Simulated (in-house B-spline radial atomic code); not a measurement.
RPA and G0W0 for N, [He] 2s2 2p3, highest spin, as one setting changes: the share of exact exchange in the PBE hybrid start. A dash marks a level of low quasi-particle weight. Computed with a B-spline radial code for spherical atoms: all electrons, non-relativistic, point nucleus, each spin shell either full or empty, empty states to l = 9 with an (l + 1/2)⁻⁴ tail; G0W0 by contour deformation at full frequency.

```
share of exact exchange in the PBE hybrid start  mean-field level (eV)  G0W0 level (eV)  RPA correlation (Eh)
                                              0                 -8.304                -              -0.33984
                                            0.1                 -9.064                -              -0.33094
                                            0.2                 -9.830    2p up -14.104              -0.32278
                                            0.3                -10.603    2p up -14.297              -0.31526
                                            0.4                -11.381    2p up -14.451              -0.30827
                                            0.5                      ?                ?                     ?
                                            0.6                -12.954    2p up -14.677              -0.29566
                                            0.7                      ?                ?                     ?
                                            0.8                -14.547    2p up -14.830               -0.2845
                                            0.9                -15.351    2p up -14.888              -0.27937
                                              1                -16.159    2p up -14.936              -0.27451
```

(1) What belongs in the row for 0.5?

(2) What belongs in the row for 0.7?

(3) At what share of exact exchange does G0W0 leave the highest level unchanged?

Answers

(1) mean-field level (eV): -12.165; G0W0 level (eV): 2p up -14.575; RPA correlation (Eh): -0.30176.

(2) mean-field level (eV): -13.748; G0W0 level (eV): 2p up -14.760; RPA correlation (Eh): -0.28992.

(3) Near 0.84, where the shift changes sign (-0.283 eV at 0.8, +0.463 eV at 0.9).
